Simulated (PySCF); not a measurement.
Species: CBr2F2.
Cartesian coordinates in Å at the PBE0-D3(BJ)/def2-SVP level; atoms count from 1:
```
atom  x, y, z in Å
F1     0.4025    0.3455   -1.3049
C2     0.0475   -0.0946   -0.1119
F3     0.0890   -1.4139   -0.1245
Br4   -1.7601    0.4835    0.2690
Br5    1.2960    0.5691    1.2101
```

Method used: core-valence-separated Tamm–Dancoff BHandHLYP/aug-pcX-1 (def2-SVPD on Br) in PySCF, non-relativistic, gas phase, PBE0-D3(BJ)/def2-SVP geometry. The energies are unshifted.

The lowest roots of each edge with f over 0.003 (five at most, numbered afresh; weaker and dark ones are left out), with transition dipoles (au) in the frame of the coordinates:

| root | edge | E (eV) | f | μx | μy | μz |
| --- | --- | --- | --- | --- | --- | --- |
| 1 | C | 289.19 | 0.0535 | 0.0199 | -0.0496 | -0.0685 |
| 2 | C | 289.35 | 0.0979 | -0.1127 | -0.0021 | -0.0332 |
| 3 | C | 292.17 | 0.0861 | -0.0162 | -0.0901 | 0.0605 |
| 4 | C | 293.79 | 0.0255 | -0.0152 | 0.0340 | 0.0465 |
| 5 | C | 294.99 | 0.0069 | 0.0079 | -0.0177 | -0.0242 |
| 6 | F | 685.88 | 0.0147 | 0.0063 | 0.0185 | -0.0222 |
| 7 | F | 685.88 | 0.0245 | 0.0087 | -0.0266 | -0.0260 |
| 8 | F | 687.25 | 0.0131 | -0.0267 | -0.0007 | -0.0081 |
| 9 | F | 687.71 | 0.0274 | 0.0064 | 0.0319 | -0.0238 |
| 10 | F | 687.71 | 0.0103 | 0.0057 | -0.0169 | -0.0171 |

**Question.** Molecules are fixed in this frame and the field points along (1, 0, −1)/√2. What effective strengths 3 f cos²θ do the roots have (θ between field and μ)?

**Answer.** root 1 (C2): 0.083, root 2 (C2): 0.067, root 3 (C2): 0.063, root 4 (C2): 0.041, root 5 (C2): 0.011, root 6 (F1/F3): 0.020, root 7 (F1/F3): 0.030, root 8 (F1/F3): 0.009, root 9 (F1/F3): 0.023, root 10 (F1/F3): 0.013. Root 1 is the strongest. Averaged over all orientations cos²θ is 1/3, which gives f back. For degenerate partners only the sum has meaning, as the program may mix them freely.

 Relativistic effects, spin–orbit coupling among them, are left out although an element past zinc is present.

Cost: about 22 s of CPU time on one thread; the machine was shared, so the figure is rough.
